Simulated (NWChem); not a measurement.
**H3AlS**

SMILES: [AlH2][SH]
```xyz
5

Al    -1.1157     0.1388     0.0000
H     -1.6623     1.6220     0.0000
H     -2.0259    -1.1508     0.0000
S      1.0503    -0.2110     0.0000
H      1.3869     1.1006     0.0000
```
Charge 0, spin multiplicity 1.

Program: NWChem. All single points use one geometry, from B3LYP/def2-SVP, a minimum by its harmonic frequencies. It is one conformer; others weren't searched.

Symmetry labels belong to the abelian group Cs used in the runs, with the axes of the coordinates shown.

The structure started from a generated list of species.

Q: List the lowest 3 singlet excitations that CIS/def2-SVPD gives, with oscillator strengths.

A: 
| state | symmetry | energy (eV) | wavelength (nm) | f |
|---|---|---|---|---|
| 1 | a" | 6.79 | 183 | 0.019 |
| 2 | a' | 6.83 | 182 | 0.093 |
| 3 | a" | 6.86 | 181 | 0.000 |
